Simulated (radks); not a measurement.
The mean radii <r> (bohr) of the occupied orbitals of an atom or ion are listed with their occupations. Method: scalar-relativistic Kohn-Sham, SCAN, spin-polarised, spherical densities, finite nucleus; meta-GGA in the generalised Kohn-Sham scheme; Fermi nuclear charge, rms radius of each element as measured or else 0.836 A^(1/3) + 0.57 fm; computed with a radial shooting solver on a logarithmic mesh with Libxc functionals.

orbital  occ.      <r>
1s down     1  0.03707
1s up       1  0.03707
2s up       1   0.1625
2s down     1   0.1625
2p up       3   0.1417
2p down     3   0.1417
3s up       1   0.4572
3s down     1   0.4572
3p up       3   0.4613
3p down     3   0.4613
3d up       5   0.4523
3d down     5   0.4523
4s up       1    1.208
4s down     1    1.204
4p up       3    1.344
4p down     3    1.336
4d up       1    1.822

Name the element and its charge. Open shells, if any, are filled with parallel spins first.

Answer. Z = 40, zirconium, charge +3: Zr3+ in [Kr] 4d1. The 1s radius gives Z: for a bare nucleus <r> = (2 gamma + 1)/(2Z) with gamma = sqrt(1 - (Z/c)^2), 0.03641 bohr for Z = 40, and screening makes it slightly larger (0.03707 here). The occupations add up to 37, and the charge is Z minus that.
